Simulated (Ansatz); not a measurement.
A series at Al: from `[SH][Al]([SH])[SH]`, ligands are replaced one by one, each step taking up HCl and setting free H₂S; n counts the steps. Ansatz, PBE0-D4/def2-TZVP geometries. Each molecule was computed in one conformer, which needn't be the lowest.

| n | molecule | HOMO energy, ωB97M-V/def2-TZVPP (eV) |
| --- | --- | --- |
| 0 | `[SH][Al]([SH])[SH]` | -9.90 |
| 1 | `[SH][Al]([SH])[Cl]` | -10.03 |
| 2 | `[SH][Al]([Cl])[Cl]` | ? |
| 3 | `[Cl][Al]([Cl])[Cl]` | -11.62 |

Problem. By hand: fit a straight line y = ȳ + b (n − n̄) to the 3 given rows and predict n = 2.

Solution. n̄ = 1.333, ȳ = -10.517; Σ(n − n̄)(y − ȳ) = -2.823, Σ(n − n̄)² = 4.667, so b = -0.605 eV a step. Prediction: -10.517 + (-0.605) × (0.667) = -10.92 eV.

Problem. By hand: compare with the computed value, -10.44 eV, and give the steps along the whole series.

Solution. The line misses by 0.48 eV (computed minus predicted). Steps: -0.13, -0.41, -1.18 eV.

One step carries most of the change, so a line is a poor guide. The highest orbital can change its character along such a series. The miss is 27.9 % of the series' range.
